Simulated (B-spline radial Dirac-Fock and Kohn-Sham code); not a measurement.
Relativistic shifts of the levels of Ba⁴⁴⁺

System: the Ba⁴⁴⁺ ion in the configuration [Ne] 3s2.

Both columns are ΔSCF binding energies of the configuration average from a radial atomic solver: non-relativistic Hartree-Fock with a point nucleus, and Dirac-Fock with a finite nucleus and the Coulomb interaction alone, averaged over the two j levels with weights 2j+1.

```csv
shell,Hartree-Fock (eV),Dirac-Fock (eV),shift (eV),shift (%)
1s,38866.5,40590.7,+1724.21,+4.44
2s,8357.7,8827.1,+469.37,+5.62
2p,8061.0,8227.1,+166.13,+2.06
3s,3406.5,3550.1,+143.53,+4.21
```

Relativity binds 1s, 2s, 2p, 3s more strongly, among those listed most of all 2s in relative terms.

Values without a named source are computed, but for edge energies of neutral atoms, which are taken from tables.
